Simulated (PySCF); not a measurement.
# Shieldings and the share of exact exchange

Molecule: SMILES PB(C#N)P, CH₄BNP₂.

Numbering as in the mapped SMILES `[N:1]#[C:2][B:3]([PH2:4])[PH2:5]` (H(Xn): hydrogen on atom n).

GIAO shieldings (ppm, equivalent atoms averaged) in PySCF on the PBE0-D3(BJ)/def2-SVP geometry, basis pcSseg-2, gas phase, non-relativistic:

| functional | exact exchange (%) | σ(N1) | σ(C2) | σ(P4/P5) |
| --- | --- | --- | --- | --- |
| BLYP | 0 | -152.5 | 42.2 | 407.5 |
| BP86 | 0 | -150.2 | 45.4 | 422.4 |
| PBE | 0 | -151.4 | 44.8 | 425.6 |
| B3LYP | 20 | -155.5 | 48.0 | 426.1 |
| PBE0 | 25 | -154.7 | 52.0 | 447.9 |
| BHandHLYP | 50 | -161.0 | 56.3 | 450.9 |
| HF | 100 | -174.2 | 71.7 | 491.2 |

**Question.** Fit each shielding as a line in the percentage of exact exchange.

**Answer.** σ(N1) = -150.8 − 0.22 x (rms 1.1 ppm); σ(C2) = 43.9 + 0.27 x (rms 1.3 ppm); σ(P4/P5) = 418.8 + 0.72 x (rms 7.3 ppm). The functionals also differ in their semilocal parts, which the line can't hold; Hartree–Fock has no correlation at all.

**Question.** What does the line predict for mPW1PW91 (25 %), and what does the run give?

**Answer.** σ(N1): -156.3 predicted, -155.8 computed; σ(C2): 50.6 predicted, 51.6 computed; σ(P4/P5): 436.8 predicted, 444.7 computed ppm.
